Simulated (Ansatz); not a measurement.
The cluster ZrO₃H₂. Charge 0, multiplicity 1. Geometry PBE-D4/def2-TZVP, basis def2-TZVP, Ansatz.

Cartesian coordinates in Å:
```
Zr -0.5490 -0.0514 0.3593
O -0.8396 0.3603 -1.5576
O -0.3495 -1.7892 0.6237
O 0.9135 0.9818 1.2092
H -0.8707 -0.2056 -2.3423
H 1.6953 0.7041 1.7077
```

```tsv
run	HOMO (eV)	LUMO (eV)
A	-7.48	-2.55
B	-9.60	-1.80
C	-10.54	-1.21
D	-6.94	-3.05
E	-8.16	-2.47
F	-10.87	-0.56
```

In the def2 sets Zr takes a core potential; there is no spin–orbit coupling. LC-ωPBE has ω = 0.4 bohr⁻¹. The structure comes from a short search, and lower isomers may exist.

The runs used B97M-V, CAM-B3LYP, LC-ωPBE, PBE0, r2SCANh, ωB97M-V. Estimate which is which.

A r2SCANh (10 % exact exchange); B CAM-B3LYP (range-separated); C ωB97M-V (range-separated); D B97M-V (0 % exact exchange); E PBE0 (25 % exact exchange); F LC-ωPBE (range-separated). Exact exchange lowers occupied and raises empty levels; among semilocal functionals meta-GGAs tend to open the gap a little, and such runs are hard to tell apart. The gap grows from 3.89 eV (B97M-V) to 10.30 eV (LC-ωPBE).
